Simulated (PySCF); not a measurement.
Identify the unknown among the candidates.

| technique | computed result |
| --- | --- |
| Triplet | lowest triplet excitation (Tamm–Dancoff): 4.48 eV [TDA wB97X-D/def2-SVPD] |
| Polarisability | 77.6 au [wB97X-D/def2-SVPD] |
| Dipole | 2.88 D [wB97X-D/def2-SVPD] |
| Rotational structure | rotational constants A, B, C: 5.947, 1.244, 1.122 GHz [GFN2-xTB] |
| UV, first state | lowest singlet excitation: 6.55 eV (189 nm, f = 0.008) [TDDFT wB97X-D/def2-SVPD] |

The electronic properties come from PySCF, for the isolated species, density fitting. Levels stand in brackets. The structure is a single GFN2-xTB conformer in the gas phase; no vibrational or solvent corrections.

**Question.** Which candidate is it?
A. `C=C=C=CC(=O)NC`
B. `COc1ccccn1`
C. `C=CCc1ccon1`

**Answer.** C. It is `C=CCc1ccon1`. Numbering: `[CH2:1]=[CH:2][CH2:3][c:4]1[cH:5][cH:6][o:7][n:8]1`. Its formula, C6H7NO, gives 4 degrees of unsaturation: 1 ring and 3 π bonds in the structure found (Kekulé form). The optimised geometry has point group C1 and is an asymmetric top.

The others, at the same levels:
- `COc1ccccn1` fails: its computed lowest singlet excitation is 5.24 eV (237 nm, f = 0.074) (against 6.55 eV), lowest triplet excitation (Tamm–Dancoff) is 4.10 eV (against 4.48 eV) and static isotropic polarisability is 79.6 au (against 77.6 au).
- `C=C=C=CC(=O)NC` fails: its computed lowest singlet excitation is 3.77 eV (328 nm, f = 0.000) (against 6.55 eV), lowest triplet excitation (Tamm–Dancoff) is 2.61 eV (against 4.48 eV) and static isotropic polarisability is 96.4 au (against 77.6 au).

Each candidate is one conformer, not necessarily the lowest. Dipoles, sizes and rotational constants follow the conformer. The torsions of the flexible species, by atom-mapped SMILES:
- `[CH2:1]=[CH:2][CH2:3][c:4]1[cH:5][cH:6][o:7][n:8]1`: C1–C2–C3–C4 121°, C2–C3–C4–C5 -73°
- `[CH3:1][O:2][c:3]1[cH:4][cH:5][cH:6][cH:7][n:8]1`: C1–O2–C3–C4 180°
- `[CH2:1]=[C:2]=[C:3]=[CH:4][C:5](=[O:6])[NH:7][CH3:8]`: C3–C4–C5–O6 179°, C4–C5–N7–C8 180°
